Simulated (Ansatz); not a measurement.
One change: `[I][Al]1[CH2][CH2]1` becomes `[CH2]1[CH2][AlH]1`.

Ansatz, PBE0-D4/def2-TZVP geometries, multiplicity 1. 

Elements past krypton have def2 core potentials.

```csv
property,`[I][Al]1[CH2][CH2]1`
size of the dipole moment (ωB97M-V/def2-TZVPP) / D,0.17
LUMO energy (PBE0/def2-TZVPP) / eV,-1.25
HOMO–LUMO gap (PBE/def2-TZVPP) / eV,2.93
LUMO energy (B3LYP/def2-TZVPP) / eV,-1.48
HOMO energy (B3LYP/def2-TZVPP) / eV,-5.90
HOMO energy (PBE/def2-TZVPP) / eV,-4.98
```

(1) What does the change do to each property? (Estimate.)

Answers

(1) Computed: 
| property | `[CH2]1[CH2][AlH]1` | shift |
| --- | --- | --- |
| size of the dipole moment (ωB97M-V/def2-TZVPP) / D | 0.93 | 0.76 |
| LUMO energy (PBE0/def2-TZVPP) / eV | -1.26 | -0.01 |
| HOMO–LUMO gap (PBE/def2-TZVPP) / eV | 2.72 | -0.21 |
| LUMO energy (B3LYP/def2-TZVPP) / eV | -1.49 | -0.01 |
| HOMO energy (B3LYP/def2-TZVPP) / eV | -5.64 | 0.26 |
| HOMO energy (PBE/def2-TZVPP) / eV | -4.75 | 0.23 |

Dipoles are sizes alone; their direction can turn.

B3LYP here is the variant with VWN-RPA as its local correlation; programs differ in this.

Spin–orbit coupling is left out; it splits and shifts lone-pair levels of the heavy atoms by tenths of an eV.
